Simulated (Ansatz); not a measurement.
`FC[CH](F)[SnH3]` + H₂ → `F[CH2][SnH3]` + `CF`  (hydrogenolysis of a C–C bond)

Program: Ansatz. Geometries: PBE0-D4/def2-TZVP. ΔE: electronic, gas phase. CBS: MP2 limit from def2 TZ/QZ plus the TZ coupled-cluster correction, frozen cores. This one scheme is used for every species. DFT in def2-TZVPP. B3LYP here is the variant with VWN-RPA as its local correlation; programs differ in this. Elements past krypton have def2 core potentials. For Sn outer-core shells are correlated without core-valence functions, which leaves a few kJ/mol of doubt a bond. Each species was taken in one conformer, which may not be the lowest.

| level | ΔE (eV) |
| --- | --- |
| PBE-D4 | -0.33 |
| B3LYP | -0.50 |
| HF/def2-TZVPP | -0.65 |
| MP2/def2-TZVPP | -0.35 |

Question: What does CCSD(T)/CBS give? (Best estimate.)

Answer: Ansatz gave: -0.37 eV. The listed levels differ from it by 0.04, -0.13, -0.28, 0.02 eV.

Largest T1 diagnostic among the species: 0.013.

In def2-TZVPP, CCSD(T) changes the Hartree–Fock value by +0.27 eV (the triples alone add +0.06 eV) and MP2 by +0.30 eV. The D4 term adds +0.10 eV with B3LYP and +0.05 eV with PBE0; it sums over pairs of atoms, weighted by their polarisabilities, and B3LYP, whose exchange is more repulsive, gets the larger term.
